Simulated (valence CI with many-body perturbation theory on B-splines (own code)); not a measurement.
**Er61+: calculated level list**

Calculated by valence CI with perturbative core correlation (CI+MBPT): five valence electrons over a frozen Dirac-Fock core [He], radial functions for each j: 11 s, 11 p, 10 d, 8 f, 5 g, 2 h, with the one-electron correlation potential Σ1, the two-electron term Σ2, the three-electron term Σ3, Breit, model QED; selected CI, second order for the rest, scaled by the run's own slope (own B-spline code, finite nucleus).

The last digits are not significant, and no measured levels were compared; by estimate large intervals hold to a few tenths of a per cent, small ones and those within an open d or f shell to about a per cent. Among the levels kept, up to 7400 cm⁻¹ of a level comes from second order outside the variational space, and about a tenth of that is noise between levels of different J, which matters for small intervals.

Levels 1 to 45 of 202, with energies above the lowest level, (2s^2 2p1/2^2 2p3/2) J=3/2. "Leading %" is the weight of the configuration and term that name the level; weights of strongly mixed levels are sums over their largest components and can fall short, so below about 35 % the name and the second component can differ from the true leading terms, or belong to a minority configuration. In the jj column 3d3/2^4 stands for four electrons in 3d with j = 3/2.

```
No.  Configuration  Term    J  E (× 10³ cm⁻¹)  Leading %   Second component                      Leading jj
  1         2s²2p³   ²P°  3/2            0.00         48    27 % 2s²2p³ ²D°      2s^2 2p1/2^2 2p3/2 (100 %)
  2         2s²2p³   ⁴S°  3/2          7550.6         55    45 % 2s²2p³ ²D°      2s^2 2p1/2 2p3/2^2 (100 %)
  3         2s²2p³   ²D°  5/2          7733.6        100                         2s^2 2p1/2 2p3/2^2 (100 %)
  4         2s²2p³   ²P°  1/2          8101.6        100                         2s^2 2p1/2 2p3/2^2 (100 %)
  5          2s2p⁴    ⁴P  5/2           10002         71      29 % 2s2p⁴ ²D      2s 2p1/2^2 2p3/2^2 (100 %)
  6          2s2p⁴    ²S  1/2           10763         64      27 % 2s2p⁴ ⁴P      2s 2p1/2^2 2p3/2^2 (100 %)
  7          2s2p⁴    ²P  3/2           10774         50      35 % 2s2p⁴ ²D      2s 2p1/2^2 2p3/2^2 (100 %)
  8         2s²2p³   ²P°  3/2           15668         51    28 % 2s²2p³ ²D°             2s^2 2p3/2^3 (99 %)
  9          2s2p⁴    ⁴P  3/2           17753         84      11 % 2s2p⁴ ²D        2s 2p1/2 2p3/2^3 (100 %)
 10          2s2p⁴    ²D  5/2           18069         71      29 % 2s2p⁴ ⁴P        2s 2p1/2 2p3/2^3 (100 %)
 11          2s2p⁴    ²P  1/2           18519         64      35 % 2s2p⁴ ⁴P         2s 2p1/2 2p3/2^3 (99 %)
 12          2s2p⁴    ²D  3/2           18594         54      45 % 2s2p⁴ ²P        2s 2p1/2 2p3/2^3 (100 %)
 13            2p⁵   ²P°  3/2           21299         99                             2p1/2^2 2p3/2^3 (99 %)
 14          2s2p⁴    ⁴P  1/2           26210         38      35 % 2s2p⁴ ²S              2s 2p3/2^4 (100 %)
 15            2p⁵   ²P°  1/2           29069        100                              2p1/2 2p3/2^4 (100 %)
 16       2s²2p²3s    ⁴P  1/2           59792         46   31 % 2s²2p²3s ²S         2s^2 2p1/2^2 3s (100 %)
 17       2s²2p²3p   ²P°  1/2           60536         46  38 % 2s²2p²3p ⁴D°      2s^2 2p1/2^2 3p1/2 (100 %)
 18       2s²2p²3p   ²P°  3/2           62886         34  20 % 2s²2p²3p ⁴D°      2s^2 2p1/2^2 3p3/2 (100 %)
 19       2s²2p²3d    ²D  3/2           63551         42   33 % 2s²2p²3d ⁴F      2s^2 2p1/2^2 3d3/2 (100 %)
 20       2s²2p²3d    ²D  5/2           64236         36   18 % 2s²2p²3d ⁴D      2s^2 2p1/2^2 3d5/2 (100 %)
 21       2s²2p²3s    ⁴P  3/2           67442         88   10 % 2s²2p²3s ²P     2s^2 2p1/2 2p3/2 3s (100 %)
 22       2s²2p²3s    ²P  1/2           67517         67   33 % 2s²2p²3s ⁴P     2s^2 2p1/2 2p3/2 3s (100 %)
 23       2s²2p²3s    ²D  5/2           67597         64   35 % 2s²2p²3s ⁴P     2s^2 2p1/2 2p3/2 3s (100 %)
 24       2s²2p²3s    ²D  3/2           67646         64   35 % 2s²2p²3s ²P     2s^2 2p1/2 2p3/2 3s (100 %)
 25       2s²2p²3p   ⁴P°  1/2           68177         48  28 % 2s²2p²3p ⁴D°  2s^2 2p1/2 2p3/2 3p1/2 (100 %)
 26       2s²2p²3p   ⁴D°  3/2           68227         55  22 % 2s²2p²3p ²D°  2s^2 2p1/2 2p3/2 3p1/2 (100 %)
 27       2s²2p²3p   ²F°  5/2           68334         49  30 % 2s²2p²3p ²D°  2s^2 2p1/2 2p3/2 3p1/2 (100 %)
 28       2s²2p²3p   ²P°  3/2           68624         43  25 % 2s²2p²3p ²D°   2s^2 2p1/2 2p3/2 3p1/2 (99 %)
 29        2s2p³3s   ⁴P°  5/2           69572         46   27 % 2s2p³3s ⁶S°      2s 2p1/2^2 2p3/2 3s (97 %)
 30        2s2p³3s   ²P°  3/2           69788         34   25 % 2s2p³3s ⁴S°      2s 2p1/2^2 2p3/2 3s (97 %)
 31        2s2p³3s   ²P°  1/2           70241         36   26 % 2s2p³3s ⁴D°      2s 2p1/2^2 2p3/2 3s (84 %)
 32        2s2p³3s   ²P°  3/2           70329         37   19 % 2s2p³3s ²D°      2s 2p1/2^2 2p3/2 3s (93 %)
 33        2s2p³3p    ⁴P  3/2           70396         29    22 % 2s2p³3p ⁶P   2s 2p1/2^2 2p3/2 3p1/2 (99 %)
 34        2s2p³3p    ²D  5/2           70404         25    19 % 2s2p³3p ⁴D   2s 2p1/2^2 2p3/2 3p1/2 (98 %)
 35       2s²2p²3p   ⁴D°  5/2           70476         52  32 % 2s²2p²3p ⁴P°   2s^2 2p1/2 2p3/2 3p3/2 (98 %)
 36       2s²2p²3p   ²P°  1/2           70529         32  27 % 2s²2p²3p ⁴P°   2s^2 2p1/2 2p3/2 3p3/2 (87 %)
 37       2s²2p²3p   ²D°  3/2           70538         53  22 % 2s²2p²3p ⁴P°   2s^2 2p1/2 2p3/2 3p3/2 (99 %)
 38       2s²2p²3p   ²F°  7/2           70594         64  36 % 2s²2p²3p ⁴D°  2s^2 2p1/2 2p3/2 3p3/2 (100 %)
 39       2s²2p²3p   ²P°  3/2           70762         32  29 % 2s²2p²3p ⁴S°   2s^2 2p1/2 2p3/2 3p3/2 (92 %)
 40       2s²2p²3p   ²D°  5/2           70804         65  16 % 2s²2p²3p ²F°   2s^2 2p1/2 2p3/2 3p3/2 (99 %)
 41       2s²2p²3p   ²P°  1/2           70978         84   7 % 2s²2p²3p ⁴D°   2s^2 2p1/2 2p3/2 3p3/2 (97 %)
 42        2s2p³3p    ²P  1/2           71021         35    17 % 2s2p³3p ⁴P   2s 2p1/2^2 2p3/2 3p1/2 (96 %)
 43        2s2p³3p    ²D  3/2           71034         33    21 % 2s2p³3p ⁴F   2s 2p1/2^2 2p3/2 3p1/2 (95 %)
 44       2s²2p²3d    ⁴F  3/2           71223         42   25 % 2s²2p²3d ²P   2s^2 2p1/2 2p3/2 3d3/2 (97 %)
 45       2s²2p²3d    ⁴F  5/2           71233         53   38 % 2s²2p²3d ²F   2s^2 2p1/2 2p3/2 3d3/2 (99 %)
```

The ionisation energy to 2s²2p² ³P0 of the next ion comes out as 13855 eV (NIST: 13855 ± 12 eV (theoretical)). All 202 levels together are meant to be complete up to 84458 × 10³ cm⁻¹.
